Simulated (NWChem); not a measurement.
# B$_{3}$H$_{2}$O$_{3}$, doublet; SMILES [B]1OBOBO1

```xyz
8

B      0.0000     0.0000     1.4355
O     -1.1988     0.0000     0.7650
B     -1.2026     0.0000    -0.6234
O      0.0000     0.0000    -1.3030
B      1.2026     0.0000    -0.6234
O      1.1988     0.0000     0.7650
H     -2.2491     0.0000    -1.2284
H      2.2491     0.0000    -1.2284
```
Atoms are numbered in this order, from 1.

Computed with NWChem. Pople sets run with spherical d functions. Spin-unrestricted. In the optimisation the excess spin sits in a1 (C2v, its own frame). Geometry: optimised at PBE-D3(BJ)/def2-SVP, spin-unrestricted. No stability test was run on the SCF state. B3LYP is NWChem's, with the RPA form of VWN correlation. Vzz is the largest principal value of the second derivative of the potential at the nucleus (NWChem prints the opposite sign); η is the asymmetry. Non-relativistic.

```
level            Vzz B1 (a.u.)  η B1  Vzz O6 (a.u.)  η O6  Vzz B5 (a.u.)  η B5  Vzz O4 (a.u.)  η O4
---------------  -------------  ----  -------------  ----  -------------  ----  -------------  ----
UHF/6-31G*                   ?  0.18          0.816     ?          0.394  0.47          0.804     ?
UHF/def2-SVP             0.371  0.21          0.821  0.81          0.394  0.43          0.809  0.91
B3LYP/def2-SVP           0.325  0.21         -0.774  0.92          0.353  0.49         -0.794  0.77
B3LYP/def2-TZVP          0.351  0.13         -0.802  0.83          0.397  0.51         -0.818  0.68
```

### Question
Complete the blanks.

### Answer

- UHF/6-31G*, Vzz B1 (a.u.): 0.358
- UHF/6-31G*, η O6: 0.75
- UHF/6-31G*, η O4: 0.85
